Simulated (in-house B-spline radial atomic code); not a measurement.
Inner levels of lead as electrons are removed. A shift is the extra binding of the orbital against the neutral atom ([Xe] 4f14 5d10 6s2 6p1/2(2)). The density at the nucleus is averaged over the nuclear charge. Computed with a radial B-spline atomic code at the basis-set limit: Dirac-Hartree-Fock, jj configuration that fills j = l - 1/2 first, finite nuclei.

A number in brackets counts the electrons of a j subshell.

| ion | configuration | shift of 1s1/2 (eV) | radius of 1s1/2 (bohr) | Σ<r²> (bohr²) | change of density at nucleus (bohr⁻³) |
| --- | --- | --- | --- | --- | --- |
| Pb69+ | [Ne] 3s2 3p1/2(1) | 6220.01 | 0.016042 | 0.12283 | -2382.91 |
| Pb70+ | [Ne] 3s2 | 6470.38 | 0.016039 | 0.096073 | -4407.93 |
| Pb71+ | [Ne] 3s1 | 6696.26 | 0.016038 | 0.066473 | -46903.8 |
| Pb72+ | [He] 2s2 2p6 | 6923.87 | 0.016037 | 0.037298 | -90149.2 |
| Pb73+ | [He] 2s2 2p1/2(2) 2p3/2(3) | 7432.18 | 0.01603 | 0.032242 | -86242.9 |
| Pb74+ | [He] 2s2 2p1/2(2) 2p3/2(2) | 7945.15 | 0.016022 | 0.0273 | -82287.8 |
| Pb75+ | [He] 2s2 2p1/2(2) 2p3/2(1) | 8462.77 | 0.016014 | 0.022468 | -78283.8 |
| Pb76+ | [He] 2s2 2p1/2(2) | 8985.04 | 0.016006 | 0.017744 | -74230.8 |
| Pb77+ | [He] 2s2 2p1/2(1) | 9612.27 | 0.015992 | 0.014115 | -82000.5 |
| Pb78+ | [He] 2s2 | 10246.3 | 0.015978 | 0.010581 | -90126 |
| Pb79+ | [He] 2s1 | 10766.6 | 0.015977 | 0.0056043 | -256319 |
| Pb80+ | 1s2 | 11290.5 | 0.01597 | 0.00070623 | -425435 |
| Pb81+ | 1s1 | 12918 | 0.015881 | 0.00034904 | -1.43436e+06 |
